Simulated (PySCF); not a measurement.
Gas-phase reaction: 4 GaH(CH₃)₂ + C₄H₆ (butadiene) + 2 CH₂Cl₂ → 4 Ga(CH₃)₂Cl + 2 C₃H₇ (n-propyl)

Method: PySCF energies plus ideal-gas RRHO corrections (1 bar). † marks an energy on the PBE0/def2-TZVP geometry and frequencies. MP2 and CCSD(T) freeze the core. Open shells (unrestricted): C₃H₇ (n-propyl) (multiplicity 2); the rest are closed-shell singlets. B3LYP is the form with VWN-RPA correlation. Ga: all electrons, no relativistic terms. GaH(CH₃)₂, Ga(CH₃)₂Cl: computed as isolated molecules; such fragments, hydroxides, amides, oligomers or adducts are transient or little studied in the gas. MP2 isn't extrapolated to the basis-set limit. CCSD(T) isn't extrapolated to the basis-set limit.

| level | ΔH°(298 K), kJ |
|---|---|
| B3LYP/def2-TZVP† | ___ |
| CCSD(T)/def2-SVP† | ___ |
| HF/def2-TZVP† | -744 |
| M06-2X/def2-TZVP† | -652 |
| MP2/def2-SVP† | ___ |
| MP2/def2-TZVPP† | ___ |
| PBE/def2-TZVP† | -576 |
| PBE0/def2-SVP† | -675 |

Task: What belongs in the gaps?

Result: 
- B3LYP/def2-TZVP†, ΔH°(298 K), kJ: -592
- CCSD(T)/def2-SVP†, ΔH°(298 K), kJ: -652
- MP2/def2-SVP†, ΔH°(298 K), kJ: -673
- MP2/def2-TZVPP†, ΔH°(298 K), kJ: -624
